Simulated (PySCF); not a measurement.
Molfile (atoms numbered from 1):
```
C6H9N3Si
     RDKit          3D

 19 19  0  0  0  0  0  0  0  0999 V2000
    4.1166    1.6587    0.7864 C   0  0  0  0  0  0  0  0  0  0  0  0
    3.1785    0.9638    0.5072 C   0  0  0  0  0  0  0  0  0  0  0  0
    2.1158    0.1088    0.1707 C   0  0  0  0  0  0  0  0  0  0  0  0
    2.1854   -1.2410   -0.2484 C   0  0  0  0  0  0  0  0  0  0  0  0
    0.9576   -1.6620   -0.4597 N   0  0  0  0  0  0  0  0  0  0  0  0
    0.1755   -0.6300   -0.1864 N   0  0  0  0  0  0  0  0  0  0  0  0
   -1.5955   -0.6696   -0.3142 Si  0  0  0  0  0  4  0  0  0  0  0  0
   -2.0772    0.6656   -1.5722 C   0  0  0  0  0  0  0  0  0  0  0  0
   -2.2714   -0.2726    1.4130 C   0  0  0  0  0  0  0  0  0  0  0  0
    0.8315    0.4477    0.1942 N   0  0  0  0  0  0  0  0  0  0  0  0
    4.9280    2.2757    1.0321 H   0  0  0  0  0  0  0  0  0  0  0  0
    3.0430   -1.8658   -0.3879 H   0  0  0  0  0  0  0  0  0  0  0  0
   -1.8451   -2.0401   -0.7609 H   0  0  0  0  0  0  0  0  0  0  0  0
   -1.7178    1.6410   -1.2543 H   0  0  0  0  0  0  0  0  0  0  0  0
   -1.6525    0.4629   -2.5513 H   0  0  0  0  0  0  0  0  0  0  0  0
   -3.1546    0.7293   -1.6866 H   0  0  0  0  0  0  0  0  0  0  0  0
   -3.3565   -0.2488    1.4154 H   0  0  0  0  0  0  0  0  0  0  0  0
   -1.9159    0.6972    1.7518 H   0  0  0  0  0  0  0  0  0  0  0  0
   -1.9553   -1.0115    2.1438 H   0  0  0  0  0  0  0  0  0  0  0  0
  1  2  3  0
  2  3  1  0
  3  4  1  0
  4  5  2  0
  5  6  1  0
  6  7  1  0
  7  8  1  0
  7  9  1  0
  6 10  1  0
 10  3  2  0
  1 11  1  0
  4 12  1  0
  7 13  1  0
  8 14  1  0
  8 15  1  0
  8 16  1  0
  9 17  1  0
  9 18  1  0
  9 19  1  0
M  END
```

- GFN2-xTB geometry
- GIAO PBE0/pcSseg-1 shieldings
- program: PySCF 2.14
- relativity neglected, isolated molecule, rapidly exchanging positions averaged, single conformer

Problem. List the cross peaks expected in HSQC, COSY and HMBC spectra.

Solution. 

HSQC (one-bond C–H):
```
                            δH            δC
                    7.95 (H12)    146.5 (C4)
                    2.97 (H11)     92.2 (C1)
0.50 (H14/H15/H16/H17/H18/H19)  -0.8 (C8/C9)
```

COSY cross peaks (H two or three bonds apart, from the bond graph; peaks can be absent where the dihedral angle is near 90°):
```
        δH                              δH
5.67 (H13)  0.50 (H14/H15/H16/H17/H18/H19)
```

HMBC (two and three bonds, from the bond graph):
```
                            δH                     δC
                    7.95 (H12)  138.3 (C3), 79.3 (C2)
                    5.67 (H13)           -0.8 (C8/C9)
                    2.97 (H11)  138.3 (C3), 79.3 (C2)
0.50 (H14/H15/H16/H17/H18/H19)           -0.8 (C8/C9)
```

δ = σ(ref) − σ, references computed at the same level: ¹H (σref 31.72), ¹³C (σref 186.93) against TMS.

Shifts are as computed. Against solution values, carbons near 30 ppm lie about +3 ppm off and those near 130 ppm about +5 ppm. Of 1211 compounds with measured shifts, 218 miss one by over three times the rms of a fit or turn the order of signals round; such compounds aren't used in these exercises.
